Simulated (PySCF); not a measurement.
**Broadened absorption spectrum of C7H8FN**

C₇H₈FN.
Numbering: `[CH:1]#[C:2][C@@H:3]1[CH2:4][C@H:5]([F:6])[CH2:7][CH:8]=[N:9]1` (hydrogens: H10 on C1; H11 on C3; H12, H13 on C4; H14 on C5; H15, H16 on C7; H17 on C8)

The calculation used TDDFT B3LYP/def2-SVPD, vertical, gas phase, core orbitals frozen in the response (PySCF 2.14.0, density-fitted response routines). Geometry: PBE0-D3(BJ)/def2-SVP, one conformer, isolated molecule.

Computed states:

```tsv
state	E (eV)	f
S1	4.92	0.0019
S2	5.91	0.0053
S3	6.13	0.016
S4	6.62	0.014
S5	6.65	0.0022
S6	6.83	0.0007
```

Broadening: Gaussians 0.4 eV wide at half height, area fixed by f = 4.319×10⁻⁹ ∫ε dν̃. The width is an assumption, not a result. The curve ends short of the highest state used, and states not computed would add to its high-energy end.

Task: What does the envelope look like, and where are its maxima?

Result: 
```tsv
λ (nm)	ε (L mol⁻¹ cm⁻¹)
199.0	1051
202.9	1264
206.7	1108
210.5	747
214.3	407
218.1	180
221.9	64
225.7	19
229.6	6
233.4	10
237.2	26
241.0	55
244.8	90
248.6	119
252.4	127
256.3	112
260.1	83
263.9	53
267.7	29
271.5	14
275.3	6
279.2	2
283.0	1
286.8	0
```

Maxima: 252 nm (4.92 eV), ε about 130, made up of S1 (100%); 203 nm (6.10 eV), ε about 1300, made up of S2 (15%) and S3 (84%) (ε in L mol⁻¹ cm⁻¹; maxima over ε = 5, shares over 10%).

Task: Coming from long wavelengths, where does ε first pass 100 L mol⁻¹ cm⁻¹?

Result: At about 258 nm (4.81 eV), 0.12 eV below S1.

Task: On this curve, what absorbance would a 10⁻³ mol/L sample give at 248 nm over a 1 cm path?

Result: 248 nm is 4.999 eV, where ε is about 120 L mol⁻¹ cm⁻¹, so A = ε c l ≈ 0.12 (Beer–Lambert, with the gas-phase spectrum and the assumed width).

Task: What would ε be at 6.10 eV, the highest of these maxima, with half the width (0.2 eV)?

Result: About 2080 L mol⁻¹ cm⁻¹ against 1260, a factor of about 1.6; a lone state at its own centre would give exactly 2.

Rough CPU time on one thread of a shared machine: about 1.9 min.
